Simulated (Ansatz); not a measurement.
Ansatz (a program for electronic structure) input (RI-MP2/cc-pV(T+d)Z):
A basis named .json is the Basis Set Exchange file of that set.

Ansatz 0.2 input:
```yaml
crystal:
  periodic: [false, false, false]
  atoms:
    - {symbol: Si, position_ang: [0.35199636, 0.43958654, 1.55097957]}
    - {symbol: Si, position_ang: [1.50587353, 0.44169605, -0.50982830]}
    - {symbol: Si, position_ang: [-0.57515096, 0.02539865, -1.54636078]}
    - {symbol: Si, position_ang: [-1.28271894, -0.90668124, 0.50520951]}
    - {symbol: H, position_ang: [1.03504449, -0.05441373, 2.77127315]}
    - {symbol: H, position_ang: [-0.20412048, 1.79099482, 1.81838340]}
    - {symbol: H, position_ang: [2.36708405, -0.76499072, -0.60625747]}
    - {symbol: H, position_ang: [2.29459835, 1.63383340, -0.90533954]}
    - {symbol: H, position_ang: [-0.62657317, -0.79671422, -2.77972757]}
    - {symbol: H, position_ang: [-1.28352107, 1.30879027, -1.78759265]}
    - {symbol: H, position_ang: [-0.87944249, -2.33479437, 0.57546672]}
    - {symbol: H, position_ang: [-2.70306967, -0.78270545, 0.91379396]}
basis:
  gaussian:
    orbitals: cc-pV_T+d_Z.json
    fitting: {mean_field: def2-universal-jkfit, correlation: cc-pVTZ-RIFIT.json}
magnetization: {spin_polarized: false}
correlation: {method: mp2, electrons: outside_noble_gas}
```

End of the output:

```
integrals: 0.35 GiB planned
656 factors; integrals over basis functions are off by at most 1.1e0 eV
0.61 GiB of device memory are held for the factors and their scratch space
mean field: 1.12 GiB planned
mean field evaluation 1: about -31574.7831 eV, gradient 1.7e1 eV
mean field evaluation 2: about -31576.6579 eV, gradient 5.6e0 eV
mean field evaluation 4: about -31576.8998 eV, gradient 1.7e-1 eV
mean field -31576.90007414 eV, -1160.4296741332 hartree, gradient 7.6e-7 eV, S^2 0.000000; 0 other end points of the search recorded, 0 dependent functions left out
20 core orbitals not correlated
728 factors; their error is unknown
reference -31576.90007414 eV, -1160.4296741332 hartree; 12, 12 occupied and 236, 236 virtual orbitals, 728 factors
second order -13.42986802 eV of doubles, -0.00000000 eV of singles
Total energy: -31590.32994216 eV, -1160.9232126798 hartree
```
